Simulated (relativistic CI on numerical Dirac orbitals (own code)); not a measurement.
# Level scheme of Zr17+

Computed by Dirac-Coulomb-Breit CI, separate exchange-only KLI orbitals for each configuration, QED by a radiative potential, unscaled Slater integrals (own radial code, finite nucleus).

Configuration list (outside the closed core [Ne]): 3s2.3p6.3d5, 3s2.3p5.3d6, 3s2.3p4.3d7, 3s.3p6.3d6, 3p6.3d7, 3s2.3p6.3d4.4s, 3s.3p5.3d7, 3s2.3p6.3d4.4p, 3s2.3p6.3d4.4d, 3s2.3p6.3d4.4f, 3s2.3p6.3d3.4s2, 3s2.3p5.3d5.4s, 3s2.3p4.3d6.4s, 3s2.3p6.3d3.4s.4p, 3s2.3p4.3d6.4p, 3s2.3p5.3d5.4p, 3s2.3p6.3d4.5s, 3s2.3p6.3d3.4p2, 3s2.3p6.3d4.5p, 3s2.3p6.3d3.4s.4d, 3s.3p5.3d6.4s, 3s2.3p6.3d4.5d, 3s.3p6.3d5.4s, 3s2.3p6.3d4.5g, 3s2.3p6.3d3.4d2, 3p6.3d5.4s2. Levels of other configurations are missing.

The lowest level is 3s2.3p6.3d5 6S_5/2, with 95 % of that term; Hund's rules for 3s2.3p6.3d5 give 6S with J = 5/2, in agreement.

```tsv
No.	Configuration	Term	J	E (eV)	%	Landé g	Lifetime (s)	jj configuration (%)
1	3s2.3p6.3d5	6S	5/2	0.000	95	1.981		3d3/2^2 3d5/2^3 (38)
2	3s2.3p6.3d5	4G	5/2	10.938	34	1.077	1.73e-03	3d5/2 (67)
3	3s2.3p6.3d5	4G	7/2	11.964	86	1.018	7.74e-02	3d3/2^3 3d5/2^2 (64)
4	3s2.3p6.3d5	4G	11/2	12.059	93	1.259		3d3/2^3 3d5/2^2 (46)
5	3s2.3p6.3d5	4G	5/2	12.090	50	1.022	1.65e-03	3d3/2^3 3d5/2^2 (52)
6	3s2.3p6.3d5	4P	3/2	12.173	65	1.530	1.16e-03	3d3/2^3 3d5/2^2 (70)
7	3s2.3p6.3d5	4G	9/2	12.289	95	1.170	1.08e+00	3d3/2^2 3d5/2^3 (59)
8	3s2.3p6.3d5	4P	1/2	12.825	82	2.244	1.45e-01	3d3/2^2 3d5/2^3 (50)
9	3s2.3p6.3d5	4D	7/2	14.390	86	1.380	7.02e-03	3d3/2^2 3d5/2^3 (72)
10	3s2.3p6.3d5	4D	5/2	15.239	63	1.370	2.18e-03	3d3/2^3 3d5/2^2 (42)
11	3s2.3p6.3d5	4D	1/2	15.345	84	0.405	3.95e-03	3d3/2^2 3d5/2^3 (81)
12	3s2.3p6.3d5	4D	3/2	15.617	65	1.329	1.98e-03	3d3/2^2 3d5/2^3 (48)
13	3s2.3p6.3d5	2I	11/2	17.371	81	0.958	5.72e-03	3d3/2^2 3d5/2^3 (56)
14	3s2.3p6.3d5	2D	5/2	17.792	34	1.087	6.05e-04	3d3/2 3d5/2^4 (44)
15	3s2.3p6.3d5	2D	3/2	18.125	63	0.696	1.54e-03	3d3/2^2 3d5/2^3 (63)
16	3s2.3p6.3d5	2I	13/2	18.192	100	1.075	7.84e-02	3d3/2^2 3d5/2^3 (100)
17	3s2.3p6.3d5	2F	7/2	18.514	51	1.141	4.68e-03	3d3/2^3 3d5/2^2 (62)
18	3s2.3p6.3d5	4F	9/2	18.997	55	1.219	4.13e-03	3d3/2^3 3d5/2^2 (55)
19	3s2.3p6.3d5	4F	5/2	19.925	72	1.014	2.98e-03	3d3/2^2 3d5/2^3 (72)
20	3s2.3p6.3d5	2F	7/2	20.782	46	1.193	9.49e-04	3d3/2 3d5/2^4 (73)
21	3s2.3p6.3d5	2H	9/2	20.845	60	1.052	1.37e-03	3d3/2^2 3d5/2^3 (92)
22	3s2.3p6.3d5	4F	3/2	21.159	63	0.564	1.66e-03	3d3/2 3d5/2^4 (59)
23	3s2.3p6.3d5	2G	7/2	22.114	83	0.929	4.78e-03	3d3/2^2 3d5/2^3 (82)
24	3s2.3p6.3d5	2F	5/2	22.539	66	0.976	1.00e-03	3d3/2^2 3d5/2^3 (38)
25	3s2.3p6.3d5	2H	11/2	22.773	78	1.064	8.53e-04	3d3/2 3d5/2^4 (86)
26	3s2.3p6.3d5	2G	9/2	23.599	56	1.076	2.18e-03	3d3/2 3d5/2^4 (70)
27	3s2.3p6.3d5	2F	5/2	23.762	54	0.979	8.25e-04	3d5/2^5 (43)
28	3s2.3p6.3d5	2F	7/2	23.791	75	1.143	2.28e-03	3d3/2 3d5/2^4 (49)
29	3s2.3p6.3d5	2S	1/2	25.129	94	1.983	8.90e-04	3d3/2^3 3d5/2^2 (38)
30	3s2.3p6.3d5	2D	3/2	27.787	97	0.804	6.92e-04	3d3/2^3 3d5/2^2 (34)
31	3s2.3p6.3d5	2D	5/2	28.619	85	1.164	5.67e-04	3d3/2 3d5/2^4 (44)
32	3s2.3p6.3d5	2G	9/2	31.326	99	1.109	1.32e-03	3d3/2^2 3d5/2^3 (79)
33	3s2.3p6.3d5	2G	7/2	31.672	96	0.896	9.21e-04	3d3/2 3d5/2^4 (44)
34	3s2.3p6.3d5	2P	3/2	37.016	88	1.271	1.12e-03	3d3/2^2 3d5/2^3 (74)
35	3s2.3p6.3d5	2P	1/2	37.730	96	0.696	6.44e-04	3d3/2^2 3d5/2^3 (44)
36	3s2.3p6.3d5	2D	5/2	40.447	98	1.198	4.46e-04	3d3/2^2 3d5/2^3 (80)
37	3s2.3p6.3d5	2D	3/2	41.037	87	0.856	4.17e-04	3d3/2 3d5/2^4 (63)
38	3s2.3p5.3d6	6F°	11/2	130.368	96	1.447	1.10e-08	3p3/2^3 3d3/2^3 3d5/2^3 (46)
39	3s2.3p5.3d6	6F°	9/2	132.938	72	1.461	1.70e-09	3p3/2^3 3d3/2^3 3d5/2^3 (57)
40	3s2.3p5.3d6	6F°	7/2	134.946	56	1.461	2.14e-10	3p3/2^3 3d3/2^2 3d5/2^4 (47)
41	3s2.3p5.3d6	4P°	5/2	135.007	57	1.582	4.76e-10	3p3/2^3 3d3/2^3 3d5/2^3 (46)
42	3s2.3p5.3d6	6D°	9/2	135.456	50	1.453	3.60e-10	3p3/2^3 3d3/2^3 3d5/2^3 (42)
43	3s2.3p5.3d6	6D°	3/2	136.845	49	1.739	2.01e-10	3p3/2^3 3d3/2^2 3d5/2^4 (43)
44	3s2.3p5.3d6	6D°	1/2	137.291	47	2.880	3.01e-10	3p3/2^3 3d3/2^3 3d5/2^3 (40)
45	3s2.3p5.3d6	6F°	5/2	137.647	53	1.325	1.82e-10	3p3/2^3 3d3/2^3 3d5/2^3 (34)
46	3s2.3p5.3d6	6D°	7/2	138.218	40	1.424	6.04e-11	3p3/2^3 3d3/2^3 3d5/2^3 (64)
47	3s2.3p5.3d6	6F°	3/2	140.023	44	0.917	1.65e-10	3p3/2^3 3d3/2^3 3d5/2^3 (48)
48	3s2.3p5.3d6	4H°	13/2	140.173	87	1.213	8.75e-11	3p3/2^3 3d3/2^3 3d5/2^3 (86)
49	3s2.3p5.3d6	4G°	11/2	140.338	50	1.198	1.98e-10	3p3/2^3 3d5/2^2 (40)
50	3s2.3p5.3d6	6F°	1/2	141.127	46	-0.073	3.97e-10	3p3/2^3 3d5/2^2 (34)
51	3s2.3p5.3d6	4F°	5/2	141.149	36	1.403	2.77e-11	3p3/2^3 3d3/2^2 3d5/2^4 (58)
52	3s2.3p5.3d6	4D°	7/2	142.133	67	1.352	5.74e-11	3p3/2^3 3d5/2^2 (37)
53	3s2.3p5.3d6	4G°	9/2	142.688	46	1.109	7.90e-11	3p3/2^3 3d3/2^3 3d5/2^3 (54)
54	3s2.3p5.3d6	4F°	3/2	142.759	41	0.845	1.04e-10	3p3/2^3 3d3/2^3 3d5/2^3 (55)
55	3s2.3p5.3d6	4D°	7/2	143.501	41	1.294	2.69e-11	3p3/2^3 3d3/2^3 3d5/2^3 (67)
56	3s2.3p5.3d6	4H°	11/2	143.912	46	1.181	4.80e-11	3p3/2^3 3d3/2^2 3d5/2^4 (65)
57	3s2.3p5.3d6	4F°	5/2	144.023	19	1.337	1.70e-11	3p3/2^3 3d3/2^2 3d5/2^4 (37)
58	3s2.3p5.3d6	4I°	15/2	144.188	98	1.195	3.02e-09	3p3/2^3 3d3/2^3 3d5/2^3 (74)
59	3s2.3p5.3d6	6P°	3/2	144.662	49	1.988	7.06e-12	3p3/2^3 3d3/2^3 3d5/2^3 (28)
60	3s2.3p5.3d6	4D°	7/2	144.841	25	1.168	2.48e-11	3p3/2^3 3d3/2^2 3d5/2^4 (51)
61	3s2.3p5.3d6	4D°	5/2	145.135	37	1.296	4.77e-11	3p3/2^3 3d3/2^2 3d5/2^4 (35)
62	3s2.3p5.3d6	4F°	9/2	145.228	29	1.198	3.81e-11	3p3/2^3 3d3/2^2 3d5/2^4 (56)
63	3s2.3p5.3d6	2P°	1/2	145.723	42	0.524	1.26e-10	3p3/2^3 3d3/2^2 3d5/2^4 (32)
64	3s2.3p5.3d6	2G°	9/2	145.798	32	1.112	5.85e-11	3p3/2^3 3d3/2^3 3d5/2^3 (40)
65	3s2.3p5.3d6	4H°	7/2	146.819	57	0.873	2.73e-11	3p3/2^3 3d3/2^3 3d5/2^3 (39)
66	3s2.3p5.3d6	2D°	3/2	147.281	39	0.995	3.46e-11	3p3/2^3 3d3/2^3 3d5/2^3 (31)
67	3s2.3p5.3d6	6D°	1/2	147.582	31	2.189	1.38e-10	3p3/2^3 3d3/2 3d5/2^5 (27)
68	3s2.3p5.3d6	4D°	5/2	147.611	27	1.077	1.46e-11	3p3/2^3 3d3/2^3 3d5/2^3 (54)
69	3s2.3p5.3d6	2F°	7/2	147.787	37	1.169	5.20e-11	3p3/2^3 3d3/2^2 3d5/2^4 (52)
70	3s2.3p5.3d6	2P°	3/2	147.887	37	1.612	9.10e-12	3p3/2^3 3d3/2^3 3d5/2^3 (36)
```

Energies count from the lowest computed level; ° marks odd parity; lifetimes are radiative, by E1, M1, E2, M2 decay to levels of this space only; some are left blank where a channel outside the calculation adds to the decay or the decay crosses a small, uncertain gap. Filled j subshells are mostly left out of the jj labels.

The mean weight of the leading LS term, summed over parents, in these 70 levels is 62 %, and that of the leading jj configuration (from the same eigenvectors) 54 %.

At this charge energies of transitions that change n are usually good to better than 1 %, and those within a shell (Δn = 0) to a few per cent. Terms inside the open d or f shell come out 10 to 20 % too wide with unscaled integrals.

LS names give the leading component of a level, which can be under half, so a name can repeat, a term be missing and a line seem to break the LS rules.
